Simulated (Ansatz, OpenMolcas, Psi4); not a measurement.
**How methods differ on SnSe (SMILES [Se][Sn])**

SnSe has 2 atoms, charge 0, and is taken as a singlet. SMILES: `[Se][Sn]`. The coordinates come from a PBE0-D4/def2-TZVP relaxation.

```
atom   x (Å)   y (Å)   z (Å)
  Se  0.0000  0.0000  0.0065
  Sn  0.0000  0.0000  2.3318
```

Quantity: the HOMO–LUMO gap, in eV. The values are calculated.

```csv
level,kind,program,value (eV),CPU time
M06-2X/def2-TZVP (core potential),hybrid meta-GGA,OpenMolcas,6.21,25 s
PBE0/def2-TZVP (core potential),global hybrid,Psi4,4.52,42 s
TPSSh/def2-TZVP (core potential),hybrid meta-GGA,Psi4,3.68,58 s
r2SCAN0/def2-TZVP (core potential),hybrid meta-GGA,Ansatz,4.72,13 s
HSE06/def2-TZVP (core potential),range-separated hybrid,Ansatz,3.77,6.8 s
wB97M-V/def2-TZVP (core potential),range-separated hybrid,Psi4,8.17,47 s
wB97X-V/def2-TZVP (core potential),range-separated hybrid,Psi4,8.38,33 s
wB97X/def2-TZVP (core potential),range-separated hybrid,Ansatz,8.32,20 s
```

The values span 3.68 to 8.38 eV. Orbital gaps aren't excitation energies. Times are those of the runs behind each value, whatever else they computed, on shared processors of several kinds: orders of magnitude only.
